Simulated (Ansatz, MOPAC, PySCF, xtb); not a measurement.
Lewis adduct: BH3 (SMILES B) (first 4 atoms) with PH3 (SMILES P); geometry from B3LYP-D3(BJ)/def2-TZVP, rigid monomers moved along the line of their centres of mass till B1···P5 is 1.74 Å.
(charge 0, multiplicity 1):
```xyz
8

B     -0.03035    -0.07736     0.67211
H      1.09673    -0.42107     0.41766
H     -0.84164    -0.96881     0.65524
H     -0.38373     0.93204     0.11589
P      0.04591     0.37921     2.34602
H     -1.13411     0.83702     2.95912
H      0.43686    -0.59800     3.27883
H      0.92196     1.41862     2.70668
```

| level | interaction energy (kJ/mol) | minus CCSD(T)/CBS(aug-cc-pV(D+d)Z, aug-cc-pV(T+d)Z) | cost |
|---|---|---|---|
| AM1 | -101.4 | 23.2 | - |
| PM3 | -362.4 | -237.8 | - |
| PM6 | -19.5 | 105.1 | - |
| PM7 | -128.3 | -3.7 | - |
| GFN1-xTB | -102.2 | 22.4 | - |
| GFN2-xTB | -89.0 | 35.6 | - |
| HF/STO-3G (no counterpoise) | -128.7 | -4.1 | - |
| HF/6-31G* | -42.1 | 82.5 | - |
| HF/6-31G* (no counterpoise) | -46.0 | 78.6 | - |
| PBE/def2-TZVPPD | -155.3 | -30.7 | ×1 |
| PBE-D3(BJ)/def2-TZVPPD | -162.0 | -37.4 | ×1 |
| PBE-D4/def2-TZVPPD | -161.8 | -37.1 | ×1 |
| BP86/6-31G* (no counterpoise) | -129.6 | -5.0 | - |
| r2SCAN/def2-TZVPPD | -155.7 | -31.1 | ×1 |
| r2SCAN-D3(BJ)/def2-TZVPPD | -157.5 | -32.9 | ×1 |
| r2SCAN-D4/def2-TZVPPD | -157.2 | -32.6 | ×1 |
| B3LYP/3-21G (no counterpoise) | -81.9 | 42.7 | - |
| B3LYP/6-31G* | -98.7 | 25.9 | - |
| B3LYP/6-31G* (no counterpoise) | -106.6 | 18.0 | - |
| B3LYP/6-311+G** (no counterpoise) | -108.2 | 16.4 | - |
| B3LYP/def2-TZVPPD | -119.0 | 5.6 | ×2 |
| B3LYP-D3(BJ)/def2-TZVPPD | -130.9 | -6.3 | ×2 |
| B3LYP-D4/def2-TZVPPD | -129.5 | -4.9 | ×2 |
| PBE0/def2-TZVPPD | -152.3 | -27.7 | ×2 |
| PBE0-D3(BJ)/def2-TZVPPD | -158.1 | -33.5 | ×2 |
| PBE0-D4/def2-TZVPPD | -157.7 | -33.1 | ×2 |
| M06-2X/6-31G* (no counterpoise) | -115.9 | 8.7 | - |
| wB97X-V/def2-TZVPPD | -133.7 | -9.1 | ×3 |
| wB97M-V/def2-TZVPPD | -131.1 | -6.5 | ×3 |
| MP2/6-31G* | -86.6 | 38.0 | - |
| MP2/6-31G* (no counterpoise) | -115.4 | 9.2 | - |
| MP2/aug-cc-pV(D+d)Z | -104.0 | 20.6 | - |
| MP2/CBS(aug-cc-pV(D+d)Z, aug-cc-pV(T+d)Z) | -135.8 | -11.2 | - |
| SCS-MP2/aug-cc-pV(D+d)Z | -85.9 | 38.7 | - |
| SCS-MP2/aug-cc-pV(T+d)Z | -109.3 | 15.3 | - |
| CCSD/aug-cc-pV(D+d)Z | -82.8 | 41.8 | - |
| CCSD/aug-cc-pV(T+d)Z | -108.4 | 16.3 | - |
| CCSD(T)/aug-cc-pV(D+d)Z | -88.4 | 36.2 | ×4 |
| CCSD(T)/aug-cc-pV(T+d)Z | -116.3 | 8.3 | ×60* |
| CCSD(T)/CBS(aug-cc-pV(D+d)Z, aug-cc-pV(T+d)Z) | -124.6 | 0.0 | ×60* |

 The comparison column counts from a level with limits of its own.

The rows run from -362.4 (PM3) to -19.5 kJ/mol (PM6). From aug-cc-pV(D+d)Z to aug-cc-pV(T+d)Z CCSD(T) changes by -27.9. The dispersion term adds -6.7 in PBE-D3(BJ), -6.4 in PBE-D4, -1.8 in r2SCAN-D3(BJ). The 6 functionals in def2-TZVPPD without D3 or D4 span 36.7, from r2SCAN to B3LYP.

Counterpoise-corrected where a basis set is named; no monomer relaxation. Rows marked so take none.

Frozen-core correlation. CBS: X⁻³ extrapolation of the correlation energy, Hartree–Fock from the larger set. Rows in 3-21G, 6-311+G**, 6-31G*, STO-3G carry no dispersion term and start afresh at each structure (6-31G* with six Cartesian d functions). MP2/6-31G* freezes PySCF's default core. The state that AM1, PM3, PM6, PM7 reach isn't checked; PM7 holds dispersion and hydrogen-bond terms.

Run with Ansatz (a program for electronic structure); MOPAC for AM1, PM3, PM6, PM7 (differences of heats of formation); PySCF for 3-21G rows, 6-311+G** rows, 6-31G* rows, STO-3G rows, the dispersion terms; xtb for the GFN methods. 

Costs are rough ratios of core time to PBE/def2-TZVPPD (about 5 s over the structures, on one shared machine); a dash marks a level with no comparable run of its own. A star marks coupled-cluster runs past 200 virtual orbitals, where the program's memory plan changes under this machine's limit, so their costs aren't comparable with smaller runs.
